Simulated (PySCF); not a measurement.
A side-by-side comparison of computed properties.

First species: C2H9NO3Si2.
SMILES: `N([SiH3])[SiH2]OCC(O)=O`

Second species: C5H6N2O.
SMILES: `Cn1nccc1C=O`

Levels: PBE0/def2-SVPD for HOMO energy, LUMO energy, HOMO–LUMO gap and static isotropic polarisability; TDDFT PBE0/def2-SVPD for lowest singlet excitation; TDA PBE0/def2-SVPD for lowest triplet excitation (Tamm–Dancoff). Geometries: GFN2-xTB. Each species is one conformer at its optimised geometry, gas phase, non-relativistic unless stated; the electronic structure was computed with PySCF and density fitting.

The conformers computed, where there is a choice (atom-mapped SMILES and torsion angles):
- `[CH3:1][n:2]1[n:3][cH:4][cH:5][c:6]1[CH:7]=[O:8]`: C5–C6–C7–O8 180°

The conformers of `O=C(O)CO[SiH2]N[SiH3]` aren't listed.

Values for the first species:

| Item | Value |
| --- | --- |
| HOMO energy | -7.27 eV |
| LUMO energy | -0.36 eV |
| HOMO–LUMO gap | 6.91 eV |
| Lowest singlet excitation | 5.96 eV |
| Lowest triplet excitation (Tamm–Dancoff) | 5.42 eV |
| Static isotropic polarisability | 93.4 au |

Q: Estimate the same properties for the second species, and the change in each.

A: 
| property | first | second | second less first |
| --- | --- | --- | --- |
| HOMO energy | -7.27 eV | -7.74 eV | -0.47 eV |
| LUMO energy | -0.36 eV | -1.91 eV | -1.55 eV |
| HOMO–LUMO gap | 6.91 eV | 5.83 eV | -1.08 eV |
| lowest singlet excitation | 5.96 eV | 3.87 eV | -2.09 eV |
| lowest triplet excitation (Tamm–Dancoff) | 5.42 eV | 3.32 eV | -2.10 eV |
| static isotropic polarisability | 93.4 au | 76.1 au | -17.3 au |

On the first: The polarisability is 13.84 Å³ as a volume (1 au = 0.148185 Å³), or 1.17 au for each of the 80 electrons. In wavenumbers S1 is 48100 cm⁻¹ (1 eV = 8065.54 cm⁻¹).

On the second: The 6 singlets span 3.87 to 7.41 eV, and their oscillator strengths add up to 0.38. The polarisability is 11.27 Å³ as a volume (1 au = 0.148185 Å³), or 1.31 au for each of the 58 electrons.
